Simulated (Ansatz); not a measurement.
Relative stability

The two ends of one reaction step of SiH₃OF₃, closed shell (PBE0-D4/def2-TZVP).

A:

```tsv
atom	x (Å)	y (Å)	z (Å)
Si1	-1.1814	-0.0564	0.0031
F2	-0.8486	-1.4187	0.7082
F3	-0.5809	-0.0199	-1.4547
F4	-0.6308	1.1597	0.8428
H5	-2.6358	0.0789	-0.0974
H6	2.0615	-0.1116	-0.7569
O7	1.7855	-0.2240	0.1560
H8	2.0305	0.5920	0.5988
```

B:

Si1  (-0.710, 0.759, -0.076)
F2  (0.940, -2.631, 0.432)
F3  (-0.955, 1.437, -1.480)
F4  (-0.685, 1.930, 0.983)
H5  (-1.753, -0.214, 0.234)
H6  (0.904, -1.716, 0.249)
O7  (0.723, -0.020, -0.077)
H8  (1.536, 0.455, -0.265)
(Å)

Program: Ansatz 0.2.0. Basis: def2-TZVPP. Cores are frozen in the correlated methods. B3LYP uses VWN-RPA correlation.

(1) Which structure is lower at CCSD(T), and by how much? (An estimate is asked for; the value comes from the calculation.)

T1 diagnostic: at most 0.012.

## Answers

(1) Computed: A, by 23.2 kJ/mol (electronic energy, against the other). By their contacts, A is a complex of SiHF₃ ([F][SiH]([F])[F]) + H₂O and B is a complex of SiH₂OF₂ ([OH][SiH]([F])[F]) + HF.

All methods give the same order:

```tsv
method	E(B) − E(A) (kJ/mol)
SPW92	13.4
PBE-D4	20.2
BLYP-D4	22.9
r2SCAN-D4	26.9
B97M-V	31.4
PBE0-D4	19.7
B3LYP-D4	22.3
r2SCAN0-D4	24.4
BHLYP-D4	23.3
CAM-B3LYP-D4	21.8
wB97X-V	24.6
wB97M-V	25.6
B2PLYP	22.0
PBE-QIDH	19.8
RPA on PBE	26.0
HF	26.7
MP2	21.3
CCSD	23.9
CCSD(T)	23.2
```

Labels in which every atom is bracketed show which atoms are joined, not bond orders.

For scale, one of the runs: CCSD(T)/def2-TZVPP, 208 basis functions (an equivalent command: `ansatz run in.yaml --threads 4`). Hardware: 4 CPU threads, shared host. Wall time 96 s; peak host memory 3.1 GiB.
